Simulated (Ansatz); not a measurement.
`C[O][GeH2][CH3]` → `C[O][GeH3]` + `[CH2]` (triplet) at 298.15 K and 1 bar (formal loss of a carbene).

Calculated with Ansatz (gas phase, PBE0-D4/def2-TZVP geometries, no zero-point term in ΔE). CBS: MP2 limit from def2 TZ/QZ plus the TZ coupled-cluster correction, frozen cores. This one scheme is used for every species. Triplets are unrestricted, without spin–orbit coupling. For Ge outer-core shells are correlated without core-valence functions, which leaves a few kJ/mol of doubt a bond. Scalar relativity is left out up to krypton. Each species was taken in one conformer, which may not be the lowest.

```tsv
species	CCSD(T)/CBS energy (Eh)	H − E (kJ/mol)	S (J/(mol·K))
`C[O][GeH2][CH3]`	-2232.21365	268.4	350.5
`C[O][GeH3]`	-2192.93708	187.5	308.8
`[CH2]` (triplet)	-39.09499	55.4	195.3
```

H − E and S are ideal-gas, rigid-rotor, harmonic terms from PBE0-D4/def2-TZVP, for one conformer and one mirror image of each species, with the whole ground term of open shells counted as degenerate. 1 Eh = 2625.50 kJ/mol, R = 8.31446 J/(mol·K).

Question: By hand: ΔE, ΔH, ΔS and ΔG.

Answer: ΔE = (-2192.93708) + (-39.09499) − (-2232.21365) = 0.18158 Eh = 476.7 kJ/mol. Δ(H − E) = 187.5 + 55.4 − 268.4 = -25.5, so ΔH = 451.2 kJ/mol. ΔS = 308.8 + 195.3 − 350.5 = 153.6 J/(mol·K). ΔG = 451.2 − 298.15 × (153.6)/1000 = 405.4 kJ/mol.

Question: By hand: the equilibrium constant, and the temperature at which ΔG would vanish if ΔH and ΔS stayed fixed.

Answer: log₁₀ K = −ΔG/(RT ln 10) = -71.0. ΔG = 0 at ΔH/ΔS = 2938 K, far beyond where these terms or the molecules hold.

The number of gas molecules changes by +1, which sets the sign of ΔS. A doubt of 5 kJ/mol in ΔE shifts log₁₀ K by 0.9 here. Other conformers and mirror images would add mixing entropy, several J/(mol·K) or more a flexible species. A triplet takes part, so the spin changes. These are equilibria of isolated gas molecules and say nothing of rates. Largest T1 diagnostic: 0.011 (customary marks: 0.02 for closed shells, 0.045 for open ones).
